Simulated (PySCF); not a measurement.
# Excitation energy of Be by level of theory

Be [He] 2s2 (1S) → Be [He] 2s1 2p1, s spin flipped, as a difference of total energies. Computed with PySCF 2.14 in x2c-QZVPPall with one added diffuse shell each of s, p type (8s5p2d1f, 40 functions), with the spin-free X2C one-electron Hamiltonian (Gaussian nucleus). Correlated levels: valence: 1s2 frozen; valence and next inner shell: nothing frozen. The calculations carry no spin-orbit coupling.

```csv
method,excitation energy (eV)
UHF,3.478
LDA,3.294
PBE,3.212
PBE0,3.337
r2SCAN,3.112
BP86,3.162
M06-2X,3.596
MN15,3.363
wB97X,3.736
MP2 (valence),3.645
SCS-MP2 (valence),3.678
MP2 (valence and next inner shell),3.637
SCS-MP2 (valence and next inner shell),3.674
```

Q: How much does correlation contribute at MP2 (valence and next inner shell)?

A: 3.637 − (3.478) = 0.159 eV, measured against UHF.

The upper determinant mixes two multiplicities, so it lies between the two terms.
